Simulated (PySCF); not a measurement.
## Radial density of Si (silicon, neutral)

LC-wPBE, [Ne] 3s1 3p2 3d1, one real determinant (an excited configuration). Computed with PySCF 2.14 in aug-cc-pV(T+d)Z (6s5p4d2f, 55 functions), with the non-relativistic Hamiltonian (point nucleus).

```json
{"r (bohr)": "0.00151", "4πr²ρ (e/bohr)": "0.04834", "4πr²(ρα − ρβ)": "0.0001"}
{"r (bohr)": "0.00254", "4πr²ρ (e/bohr)": "0.1327", "4πr²(ρα − ρβ)": "0.0004"}
{"r (bohr)": "0.00427", "4πr²ρ (e/bohr)": "0.3579", "4πr²(ρα − ρβ)": "0.0010"}
{"r (bohr)": "0.00718", "4πr²ρ (e/bohr)": "0.9330", "4πr²(ρα − ρβ)": "0.0025"}
{"r (bohr)": "0.0121", "4πr²ρ (e/bohr)": "2.303", "4πr²(ρα − ρβ)": "0.0062"}
{"r (bohr)": "0.0203", "4πr²ρ (e/bohr)": "5.178", "4πr²(ρα − ρβ)": "0.0138"}
{"r (bohr)": "0.0342", "4πr²ρ (e/bohr)": "9.972", "4πr²(ρα − ρβ)": "0.0261"}
{"r (bohr)": "0.0575", "4πr²ρ (e/bohr)": "14.88", "4πr²(ρα − ρβ)": "0.0375"}
{"r (bohr)": "0.0967", "4πr²ρ (e/bohr)": "14.93", "4πr²(ρα − ρβ)": "0.0401"}
{"r (bohr)": "0.163", "4πr²ρ (e/bohr)": "10.24", "4πr²(ρα − ρβ)": "0.0782"}
{"r (bohr)": "0.274", "4πr²ρ (e/bohr)": "11.52", "4πr²(ρα − ρβ)": "0.2313"}
{"r (bohr)": "0.460", "4πr²ρ (e/bohr)": "13.93", "4πr²(ρα − ρβ)": "0.2115"}
{"r (bohr)": "0.774", "4πr²ρ (e/bohr)": "6.039", "4πr²(ρα − ρβ)": "0.0228"}
{"r (bohr)": "1.30", "4πr²ρ (e/bohr)": "1.526", "4πr²(ρα − ρβ)": "0.9592"}
{"r (bohr)": "2.19", "4πr²ρ (e/bohr)": "1.513", "4πr²(ρα − ρβ)": "1.5062"}
{"r (bohr)": "3.68", "4πr²ρ (e/bohr)": "0.5433", "4πr²(ρα − ρβ)": "0.5433"}
{"r (bohr)": "6.19", "4πr²ρ (e/bohr)": "0.1503", "4πr²(ρα − ρβ)": "0.1503"}
{"r (bohr)": "10.4", "4πr²ρ (e/bohr)": "0.001267", "4πr²(ρα − ρβ)": "0.0013"}
```

⟨L²⟩ = 7.99 against 12 for a pure F term, so this real determinant mixes terms. The outer electron is Rydberg-like, and this basis confines it to a smaller radius and binds it less than a complete one would.
